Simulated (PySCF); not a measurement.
An equivalent PySCF input for In³⁺ (indium, charge +3), [Kr] 4d10, closed-shell 1S, with scalar relativity through the core potential:

```python
from pyscf import gto, scf, dft, mp, cc
import basis_set_exchange as bse
txt = bse.get_basis("aug-cc-pVQZ-PP", elements=["In"], fmt="nwchem", header=False)
cut = txt.index("\nECP")
mol = gto.M(atom="In 0 0 0", charge=3, spin=0, symmetry="D2h",
            basis=gto.basis.parse(txt[:cut]),
            ecp={"In": gto.basis.parse_ecp(txt[cut:])})
mf = dft.UKS(mol, xc="LC_WPBE")
mf.irrep_nelec = {'Ag': (3, 3), 'B1g': (1, 1), 'B2g': (1, 1), 'B3g': (1, 1), 'B1u': (1, 1), 'B2u': (1, 1), 'B3u': (1, 1)}
mf.kernel()
```

It reaches the same state as the run whose output follows, with an energy that differs only through the grid. The run itself started from symmetry-adapted Hartree-Fock orbitals and held the occupation by maximum overlap, on a logarithmic radial grid, so the iterations belong to that start.

```
SCF conv_tol = 1e-09
number electrons alpha = 9  beta = 9
XC functionals = LC_WPBE
    O. A. Vydrov and G. E. Scuseria.,  J. Chem. Phys. 125, 234109 (2006)
cycle= 1 E= -188.207638497845  delta_E= -0.00236  |g|= 0.0317  |ddm|= 0.456
cycle= 2 E= -188.207788535152  delta_E= -0.00015  |g|= 0.0154  |ddm|= 0.0798
cycle= 3 E= -188.207844245197  delta_E= -5.57e-05  |g|= 0.000726  |ddm|= 0.0267
cycle= 4 E= -188.207844357844  delta_E= -1.13e-07  |g|= 1.25e-05  |ddm|= 0.00124
cycle= 5 E= -188.207844357918  delta_E= -7.4e-11  |g|= 2.71e-07  |ddm|= 2.42e-05
converged SCF energy = -188.207844357918  <S^2> = 0  2S+1 = 1
```

Energies and moments cover only the electrons outside the core potential.
